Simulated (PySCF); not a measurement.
Fe (iron, neutral) across methods

[Ar] 3d6 4s2, high-spin 5D determinant. Calculation: PySCF 2.14, in x2c-TZVPPall with one added diffuse shell each of s, p, d, f type (7s6p5d3f1g, 80 functions); scalar relativity by spin-free X2C-1e.

```tsv
method	E (hartree)	mean ε 3d β (eV)	mean ε 4s α (eV)	mean ε 4s β (eV)	Σ⟨r²⟩ (bohr²)	⟨S²⟩
TPSSh	-1272.609	-6.581	-5.925	-5.056	38.87	6.009
BHandHLYP	-1272.583	-9.472	-6.798	-6.176	39.13	6.008
PBE	-1272.365	-5.639	-5.640	-4.846	38.89	6.009
wB97X-V	-1272.455	-10.037	-8.140	-7.501	38.88	6.007
HSE06	-1272.402	-7.146	-5.978	-5.149	38.85	6.010
UHF	-1271.33801	-12.705	-7.676	-6.659	40.81	6.017
PBE0	-1272.382	-7.545	-6.300	-5.502	38.96	6.010
```

Q: Estimate the same row for LDA.

A: E (hartree) = -1270.057; mean ε 3d β (eV) = -5.557; mean ε 4s α (eV) = -5.832; mean ε 4s β (eV) = -5.043; Σ⟨r²⟩ (bohr²) = 38.48; ⟨S²⟩ = 6.010.
